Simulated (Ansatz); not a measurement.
Ansatz (a first-principles code) job for Br2Zr, SMILES [Br][Zr][Br], multiplicity 1, PBE/def2-TZVPD. Coordinates come from a B3LYP-D3(BJ)/def2-SVP optimisation. The spin state was assumed, not searched. The def2 effective core potentials stand for the cores of Zr; spin–orbit coupling is left out.

Ansatz 0.2 input:
```yaml
crystal:
  periodic: [false, false, false]
  atoms:
    - {symbol: Zr, position_ang: [0.00000000, 0.00000000, -0.57349757]}
    - {symbol: Br, position_ang: [0.00000000, 2.30208931, 0.32771290]}
    - {symbol: Br, position_ang: [0.00000000, -2.30208931, 0.32771290]}
basis:
  gaussian:
    orbitals: def2-TZVPD
hamiltonian:
  xc: {name: PBE}
```

Program output:

```
WARN ansatz: RAYON_NUM_THREADS=2 ignored (pool sized by the plan → 2); use --threads N
Functional definition: PBE
integrals: 0.09 GiB planned
1161 factors; their error is unknown
mean field: 0.55 GiB planned
mean field evaluation 1: about -141352.7489 eV, gradient 2.1e1 eV
mean field evaluation 2: about -141349.7279 eV, gradient 3.5e1 eV
mean field evaluation 4: about -141353.9249 eV, gradient 5.8e0 eV
mean field evaluation 8: about -141354.0397 eV, gradient 3.3e-1 eV
mean field evaluation 16: about -141354.0335 eV, gradient 3.8e-3 eV
mean field evaluation 32: about -141353.1252 eV, gradient 1.6e-4 eV
mean field -141354.03354335 eV, -5194.6649195127 hartree, gradient 4.8e-5 eV, S^2 0.000000; 4 other end points of the search recorded, 0 dependent functions left out
reference -141354.03359328 eV, -5194.6649213478 hartree; 41, 41 occupied and 113, 113 virtual orbitals, 1161 factors
Total energy: -141354.03359328 eV, -5194.6649213478 hartree
```

Self-consistency was reached.

Cost: about 12 core-seconds (a rough figure).
